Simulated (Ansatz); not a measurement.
Calculated with Ansatz (gas phase, PBE0-D4/def2-TZVP geometries, no zero-point term in ΔE). CCSD(T)/CBS adds triple-zeta CCSD(T) − MP2 to the extrapolated MP2 energy (def2 sets, frozen cores). DFT in def2-TZVPP. def2 core potentials past Kr. For Sn outer-core shells are correlated without core-valence functions, which leaves a few kJ/mol of doubt a bond. One conformer a species, not always the lowest.

`[NH2][SnH2][SiH2]O` + `C=C(F)F` → `[NH2][SnH2][F]` + `C=C(F)[SiH2]O`  (formal exchange of groups at the Sn–Si bond)

(1) Is it downhill or uphill in electronic energy at CCSD(T)/CBS, and by how much? (Estimate.)

(2) What do these levels give: PBE-D4, ωB97M-V, CCSD/def2-TZVPP, SCS-MP2/def2-QZVPP, HF/CBS(def2), MP2/CBS(def2)? (An estimate is asked.)

Largest T1 diagnostic among the species: 0.013.

Answers

(1) Computed: Downhill: ΔE = -1.09 eV.

(2) Ansatz gave: PBE-D4 -0.76, ωB97M-V -0.99, CCSD/def2-TZVPP -1.04, SCS-MP2/def2-QZVPP -1.20, HF/CBS(def2) -1.33, MP2/CBS(def2) -1.14 eV.

The D4 term adds +0.04 eV with B3LYP and +0.02 eV with PBE0; it sums over pairs of atoms, weighted by their polarisabilities, and B3LYP, whose exchange is more repulsive, gets the larger term. From PBE to PBE0 (25 % exact exchange), in def2-TZVPP and without D4, ΔE moves by −0.03 eV.

B3LYP here is the variant with VWN-RPA as its local correlation; programs differ in this.
